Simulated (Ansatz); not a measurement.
Cost and result for the atomization energy of `Cl[B@H-]1[Br+][B@H-](Cl)[Br+]1` (8 atoms, 8 bonds).

Cartesian coordinates in Å:
```
Cl -0.5460 -2.5350 0.6322
B -1.0483 -0.9813 -0.0345
Br 0.2859 -0.2801 -1.5338
B 1.0128 0.9648 0.0280
Cl 1.1695 2.6483 -0.4608
Br -0.6586 0.6294 1.2973
H -2.1526 -0.8530 -0.4442
H 1.9373 0.4068 0.5156
```

The species carries charge 0 and has multiplicity 1. Correlated methods include outer-core shells of Br, which these sets cover unevenly. Scalar relativity is left out up to krypton. Geometry: relaxed with PBE0-D4/def2-TZVP. Program: Ansatz. All runs use 8 threads of an Arm Neoverse V2 on a shared host. Times are those of one run each, without the atoms' runs, and a repeat can differ threefold. Electronic energies, without spin–orbit coupling; frozen cores. CCSD(T)/CBS adds CCSD(T) − MP2 in def2-TZVPP to the MP2 limit, and its time is that of the two runs behind it. T1 = 0.009. With those shells the extrapolation isn't a true limit. HSE06 is the plane-wave form, built on full-range PBE exchange.

CCSD(T)/CBS is a level of theory with its own doubt, some kJ/mol a heavy atom from the limit and from the frozen cores, so smaller differences don't rank the functionals.

| level | functions | wall time | atomization (kJ/mol) | difference from CCSD(T)/CBS | per bond |
| --- | --- | --- | --- | --- | --- |
| BLYP-D4/def2-TZVPP | 270 | 2 s | 2450.8 | -37.9 | -4.7 |
| revPBE-D4/def2-TZVPP | 270 | 2 s | 2510.7 | 22.0 | 2.7 |
| PBE0-D4/def2-TZVPP | 270 | 3.9 s | 2536.6 | 47.9 | 6.0 |
| HSE06-D4/def2-TZVPP | 270 | 4.1 s | 2538.8 | 50.1 | 6.3 |
| CAM-B3LYP-D4/def2-TZVPP | 270 | 4.5 s | 2451.9 | -36.8 | -4.6 |
| r2SCAN-D4/def2-TZVPP (with forces) | 270 | 4.9 s | 2542.2 | 53.5 | 6.7 |
| ωB97X-V/def2-TZVPP | 270 | 8 s | 2484.1 | -4.6 | -0.6 |
| B97M-V/def2-TZVPP | 270 | 9 s | 2506.7 | 18.0 | 2.2 |
| CCSD(T)/def2-SVP | 138 | 12 s | 2343.2 | -145.5 | -18.2 |
| ωB97M-V/def2-TZVPP (with forces) | 270 | 12 s | 2496.6 | 7.9 | 1.0 |
| MP2/def2-QZVPP | 492 | 22 s | 2575.7 | 87.0 | 10.9 |
| CCSD(T)/def2-TZVPP | 270 | 5.1 min | 2412.8 | -75.9 | -9.5 |
| CCSD(T)/CBS(def2) | – | 5.5 min | 2488.7 | 0.0 | 0.0 |

The D4 term adds +58.0 kJ/mol with B3LYP and +30.0 kJ/mol with PBE0; it sums over pairs of atoms, weighted by their polarisabilities, and B3LYP, whose exchange is more repulsive, gets the larger term. From PBE to PBE0 (25 % exact exchange), in def2-TZVPP and without D4, the atomization energy moves by −38.9 kJ/mol: exact exchange takes away binding that semilocal exchange gives to molecules. Leaving LDA and LC-ωPBE aside and taking each functional with its dispersion term where it has one, the values, not all of them listed here, spread over 188.7 kJ/mol, from BHLYP-D4 to PBE-D4. LDA lies +375.8 kJ/mol from PBE without D4, its usual overbinding.

B3LYP here is the variant with VWN-RPA as its local correlation; programs differ in this.
